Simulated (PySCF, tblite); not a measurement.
Isomers of C9H16O. Method: GFN2-xTB as coded in tblite; computed harmonic values from a numerical Hessian at the method's own geometry, unscaled. Against measured fundamentals such values can be off by several per cent, at times by over 20. One conformer each.

Electronic energies: PBE0/pcSseg-1 single points on the GFN2-xTB geometries (PySCF, gas phase).

```tsv
SMILES	electronic energy, lowest = 0 (kcal/mol)
CCC(=O)CC1CCCC1	0.0
CCO[C@H]1C[C@H]2C[C@H](C2)C1	27.1
CC1CC(=COC(C)C)C1	38.7
OC[C@@H]1CC[C@H]2CCC[C@H]21	2.2
```

Problem. How do GFN2-xTB zero-point energies change the relative energies?

Solution. 
```json
{"SMILES": "CCC(=O)CC1CCCC1", "ZPE (kcal/mol)": "145.1", "of it from modes above 1550 cm⁻¹": "71.0", "electronic (kcal/mol)": "0.0", "with ZPE, lowest = 0 (kcal/mol)": "0.0", "lowest mode (cm⁻¹)": "11i", "rings": "1"}
{"SMILES": "OC[C@@H]1CC[C@H]2CCC[C@H]21", "ZPE (kcal/mol)": "147.5", "of it from modes above 1550 cm⁻¹": "68.8", "electronic (kcal/mol)": "2.2", "with ZPE, lowest = 0 (kcal/mol)": "4.6", "lowest mode (cm⁻¹)": "46", "rings": "2"}
{"SMILES": "CCO[C@H]1C[C@H]2C[C@H](C2)C1", "ZPE (kcal/mol)": "146.3", "of it from modes above 1550 cm⁻¹": "68.0", "electronic (kcal/mol)": "27.1", "with ZPE, lowest = 0 (kcal/mol)": "28.3", "lowest mode (cm⁻¹)": "49", "rings": "3"}
{"SMILES": "CC1CC(=COC(C)C)C1", "ZPE (kcal/mol)": "143.3", "of it from modes above 1550 cm⁻¹": "71.2", "electronic (kcal/mol)": "38.7", "with ZPE, lowest = 0 (kcal/mol)": "36.9", "lowest mode (cm⁻¹)": "28", "rings": "1"}
```

The zero-point energies span 4.2 kcal/mol, from `CC1CC(=COC(C)C)C1` to `OC[C@@H]1CC[C@H]2CCC[C@H]21`. Slightly imaginary modes are left out of the zero-point energy: `CCC(=O)CC1CCCC1` 10.9i cm⁻¹. The order is unchanged.

Problem. And how do the electronic energies of GFN2-xTB itself compare?

Solution. `CCC(=O)CC1CCCC1` 12.5; `OC[C@@H]1CC[C@H]2CCC[C@H]21` 0.0; `CCO[C@H]1C[C@H]2C[C@H](C2)C1` 20.2; `CC1CC(=COC(C)C)C1` 36.4 kcal/mol, lowest = 0. Against the energies above, taken from the same isomer `CCC(=O)CC1CCCC1`, the largest difference is 19.4 kcal/mol.

Problem. What do entropy and thermal enthalpy add at 298.15 K and 1 bar (rigid rotor, harmonic oscillator, one conformer each)?

Solution. 
| SMILES | point group | symmetry number | S (cal/(mol K)) | H − H(0) (kcal/mol) | ZPE + H − H(0) − TS (kcal/mol) |
| --- | --- | --- | --- | --- | --- |
| OC[C@@H]1CC[C@H]2CCC[C@H]21 | C1 | 1 | 95.3 | 6.52 | 125.6 |
| CCO[C@H]1C[C@H]2C[C@H](C2)C1 | C1 | 1 | 97.1 | 6.71 | 124.0 |
| CC1CC(=COC(C)C)C1 | C1 | 1 | 109.4 | 8.12 | 118.8 |

Not tabulated: `CCC(=O)CC1CCCC1` (lowest mode only 11i cm⁻¹).
